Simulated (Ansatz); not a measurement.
`FC[SiH2]CI` + H₂ → `FC[SiH3]` + `CI`  (hydrogenolysis of the Si–C bond)

Isolated molecules relaxed with PBE0-D4/def2-TZVP in Ansatz; ΔE leaves out vibrations. CBS: MP2 limit from def2 TZ/QZ plus the TZ coupled-cluster correction, frozen cores. This one scheme is used for every species. DFT in def2-TZVPP. B3LYP here is the variant with VWN-RPA as its local correlation; programs differ in this. def2 core potentials past Kr. For I outer-core shells are correlated without core-valence functions, which leaves a few kJ/mol of doubt a bond. One conformer a species, not always the lowest.

`FC[SiH2]CI`:

Cartesian coordinates in Å:
```
F -0.571 1.126 1.813
C -0.302 1.462 0.487
Si -0.567 -0.059 -0.605
C 0.533 -1.458 -0.017
I 2.596 -0.931 -0.251
H -0.966 2.284 0.200
H 0.729 1.823 0.429
H -1.987 -0.493 -0.499
H -0.249 0.289 -2.014
H 0.392 -2.377 -0.584
H 0.394 -1.667 1.043
```

H₂:

Z-matrix (Å, degrees):
```
H
H 1 0.746
```

`FC[SiH3]`:

```xyz
8

F     0.755    1.734   -0.410
C     0.592    0.378   -0.673
Si   -0.556   -0.410    0.612
H     1.581   -0.093   -0.661
H     0.185    0.272   -1.684
H    -0.690   -1.854    0.279
H    -1.891    0.237    0.566
H     0.025   -0.264    1.971
```

`CI`:

Cartesian coordinates in Å:
```
C -0.074 0.184 -0.112
I 0.618 -1.537 0.933
H -0.119 -0.066 -1.167
H -1.058 0.431 0.275
H 0.632 0.988 0.071
```

Is it downhill or uphill in electronic energy at CCSD(T)/CBS, and by how much? (Estimate.)

Computed: Downhill: ΔE = -3.4 kcal/mol.

What do these levels give: PBE-D4, B3LYP-D4, ωB97M-V, PBE, r2SCAN, MP2/def2-TZVPP? (Best estimate.)

The calculation gave: PBE-D4 -3.6, B3LYP-D4 -4.7, ωB97M-V -4.2, PBE -5.9, r2SCAN -4.6, MP2/def2-TZVPP -2.4 kcal/mol.

Largest T1 diagnostic among the species: 0.011.

In def2-TZVPP, CCSD(T) changes the Hartree–Fock value by +7.5 kcal/mol (the triples alone add +1.4 kcal/mol) and MP2 by +9.5 kcal/mol. The D4 term adds +3.9 kcal/mol with B3LYP and +2.1 kcal/mol with PBE0; it sums over pairs of atoms, weighted by their polarisabilities, and B3LYP, whose exchange is more repulsive, gets the larger term.
